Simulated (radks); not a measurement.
Trend from K to Kr: ionisation energy by Delta-SCF between NIST ground configurations, and size. All-electron calculation, scalar-relativistic Kohn-Sham, PBE, spin-polarised, spherical densities, finite nucleus; open shells are filled with parallel spins first; Fermi nuclear charge, rms radius of each element as measured or else 0.836 A^(1/3) + 0.57 fm. Program: a radial shooting solver on a logarithmic mesh with Libxc functionals.

| species | configuration | IE (eV) | NIST (eV) | kind | -e(HOMO) (eV) | outermost | <r> outermost (bohr) |
|---|---|---|---|---|---|---|---|
| K | [Ar] 4s1 | 4.467 | 4.341 | exp. | 2.543 (4s) | 4s | 4.93 |
| Ca | [Ar] 4s2 | 6.092 | 6.113 | exp. | 3.766 (4s) | 4s | 4.02 |
| Sc | [Ar] 3d1 4s2 | 6.461 | 6.561 | exp. | 3.512 (3d) | 4s | 3.77 |
| Ti | [Ar] 3d2 4s2 | 6.705 | 6.828 | exp. | 4.174 (4s) | 4s | 3.61 |
| V | [Ar] 3d3 4s2 | 5.966 | 6.746 | exp. | 4.283 (4s) | 4s | 3.48 |
| Cr | [Ar] 3d5 4s1 | 7.396 | 6.767 | exp. | 3.723 (3d) | 4s | 3.32 |
| Mn | [Ar] 3d5 4s2 | 7.236 | 7.434 | exp. | 4.464 (4s) | 4s | 3.28 |
| Fe | [Ar] 3d6 4s2 | 7.836 | 7.902 | exp. | 4.851 (4s) | 4s | 3.11 |
| Co | [Ar] 3d7 4s2 | 7.733 | 7.881 | exp. | 5.175 (4s) | 4s | 2.97 |
| Ni | [Ar] 3d8 4s2 | 7.076 | 7.640 | exp. | 5.462 (4s) | 4s | 2.85 |
| Cu | [Ar] 3d10 4s1 | 8.382 | 7.726 | exp. | 4.894 (3d) | 4s | 2.91 |
| Zn | [Ar] 3d10 4s2 | 9.596 | 9.394 | exp. | 5.979 (4s) | 4s | 2.65 |
| Ga | [Ar] 3d10 4s2 4p1 | 5.873 | 5.999 | exp. | 2.870 (4p) | 4p | 3.38 |
| Ge | [Ar] 3d10 4s2 4p2 | 7.944 | 7.899 | exp. | 4.415 (4p) | 4p | 2.85 |
| As | [Ar] 3d10 4s2 4p3 | 9.900 | 9.789 | exp. | 5.920 (4p) | 4p | 2.51 |
| Se | [Ar] 3d10 4s2 4p4 | 9.517 | 9.752 | exp. | 5.605 (4p) | 4p | 2.34 |
| Br | [Ar] 3d10 4s2 4p5 | 11.850 | 11.814 | exp. | 7.452 (4p) | 4p | 2.12 |
| Kr | [Kr] | 14.071 | 14.000 | exp. | 9.247 (4p) | 4p | 1.95 |

Reference values: NIST Atomic Spectra Database (measured). Open shells are spherical and high-spin; term and fine-structure splittings are not resolved.
